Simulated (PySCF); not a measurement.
Candidates: BF₃, BCl₃, BBr₃, BI₃. Level: PBE0 in the def2-TZVP basis family, computed in PySCF with density fitting; scalar-relativistic core potentials for atoms from Rb on, none lighter, no spin–orbit coupling; open shells unrestricted.

One of them gave a singlet of D3h symmetry with wavenumbers 152 (×2), 285, 387, 831 (×2) cm⁻¹ and a HOMO–LUMO gap of 6.21 eV.

Question: Which molecule is it?
A. BBr₃
B. BCl₃
C. BI₃
D. BF₃

Answer: A. That is BBr₃, with B–Br 1.897 Å (×3). The others give BF₃ 1.311 Å and 1478 cm⁻¹ for the highest mode; BCl₃ 1.737 Å and 969 cm⁻¹ for the highest mode; BI₃ 2.112 Å and 718 cm⁻¹ for the highest mode.

Only the bonding shown was studied: isomers, or loss of a ligand pair, can lie lower.
